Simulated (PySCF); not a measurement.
**Ionisation energy of Mn by level of theory**

Mn [Ar] 3d5 4s2 (6S) → Mn⁺ [Ar] 3d5 4s1 (7S), as a difference of total energies. Computed with PySCF 2.14 in aug-cc-pVTZ (8s7p5d3f2g, 93 functions), with no relativity, point nucleus. Correlated levels: valence: [Ar] frozen. The calculations carry no spin-orbit coupling.

```json
{"method": "UHF", "ionisation energy (eV)": "5.973", "difference from reference (eV)": "-1.461"}
{"method": "MP2 (valence)", "ionisation energy (eV)": "6.976", "difference from reference (eV)": "-0.458"}
{"method": "SCS-MP2 (valence)", "ionisation energy (eV)": "7.198", "difference from reference (eV)": "-0.236"}
{"method": "CCSD (valence)", "ionisation energy (eV)": "7.184", "difference from reference (eV)": "-0.250"}
{"method": "CCSD(T) (valence)", "ionisation energy (eV)": "7.267", "difference from reference (eV)": "-0.167"}
```

Reference: 7.434 eV (measured; NIST Atomic Spectra Database, ionization energies).

These non-relativistic numbers lack the scalar-relativistic shift.

Errors of the correlated levels include the incompleteness of this basis and the frozen core.
